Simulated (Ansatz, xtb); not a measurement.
System: CH$_{4}$N, charge -1, multiplicity 1. 
Coordinates optimised at B3LYP-D3(BJ)/def2-TZVP (Ansatz, a quantum-chemistry and plane-wave program):
```
C
H 1 1.1082
N 1 1.4206 2 109.69
H 3 1.0278 1 106.57 2 -180.00
H 1 1.1411 2 103.07 3 127.34
H 1 1.1411 2 103.07 5 105.33
```
Charge -1, spin multiplicity 1.

Harmonic wavenumbers from GFN2-xTB (xtb, at its own minimum), cm⁻¹: 452, 998, 1056, 1081, 1299, 1398, 1459, 1537, 1712, 2072, 2768, 3032.

Give the harmonic wavenumbers at B3LYP-D3(BJ)/def2-TZVP (Ansatz, finite differences of forces, unscaled).

362, 1016, 1031, 1101, 1337, 1405, 1438, 1477, 2348, 2517, 2848, 3266 cm⁻¹. Zero-point energy 28.8 kcal/mol.

From these and the geometry, give the ideal-gas thermochemistry at 298.15 K and 1 atm (rigid rotor, harmonic oscillator).

Point group Cs, rotational symmetry number 1. Rotational constants 126, 25.14, 24.11 GHz. S(trans) 36.13, S(rot) 18.98, S(vib) 1.41, S(elec, spin only) 0.00, S 56.5 cal/(mol K). H(298) - H(0) 2.66 kcal/mol; G - E(el) 14.6 kcal/mol.
